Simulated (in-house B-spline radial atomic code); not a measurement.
A calculation on P IV (P3+) (with a hole in an inner shell): its settings, and results tabulated from the run. Level of theory: Dirac-Hartree-Fock, average of configuration, Fermi nucleus of rms radius 3.1889 fm; calculated with an all-electron radial atomic-structure program (B-spline basis).

Command:
```bash
python run_scf.py task.json out
```
Settings (nuclear radius in fm, mass in u):
```
Z                15
configuration    1s1 2s2 2p6 3s2 3p1
hamiltonian      dirac
method           hf
spin_polarised   False
nucleus          fermi
rms_radius       3.1889
atomic_mass      30.97376
speed_of_light   137.035999084
```

Output (hartree, bohr):
```
 radial grid: 69 intervals, B-splines of order 8, outer radius 18.6486 bohr

 iter        energy (Eh)    residual
    1       -255.5019556    5.02e-01
    2       -259.9588374    1.96e-01
    3       -260.2500465    7.29e-02
    4       -260.2924451    2.72e-02
    5       -260.2990256    6.70e-03
    6       -260.2994847    1.65e-04
    7       -260.2994850    1.38e-05
    8       -260.2994850    2.35e-06
    9       -260.2994850    9.33e-08

 total energy                     -260.299485
 kinetic                            261.52938
 electron-nucleus                  -618.10995
 electron-electron                   96.28108

 first-order corrections (not in the total)
   Gaunt                            0.02588
   retardation                     -0.00328
   frequency dependence            -0.00003
   self-energy                      0.02813
   Uehling                         -0.00178
   Wichmann-Kroll                   0.00000
   recoil                           0.00401

 orbital      occ     eigenvalue          <r>       <r^2>       <1/r>       r_max    small
 1s1/2      1.000      -88.48128     0.102128   0.0141745     14.8691     0.06669  2.92e-03
 2s1/2      2.000      -10.17777     0.485814    0.280225     3.07945      0.4001  5.00e-04
 2p1/2      2.000       -8.24892     0.440677    0.241239     2.95258      0.3284  4.63e-04
 2p3/2      4.000       -8.20292      0.44271    0.243326      2.9345        0.33  4.61e-04
 3s1/2      2.000       -2.07502      1.56597     2.79391    0.870993       1.369  8.41e-05
 3p1/2      0.333       -1.72495      1.67157     3.21664    0.795816       1.446  7.34e-05
 3p3/2      0.667       -1.72057      1.67568     3.23203    0.793323        1.45  7.32e-05
```

Time taken, with all properties: 0.6 s on 1 thread of Arm Neoverse V2 (shared host).

For the Dirac Hamiltonian the kinetic term is c α·p + (β - 1)c².
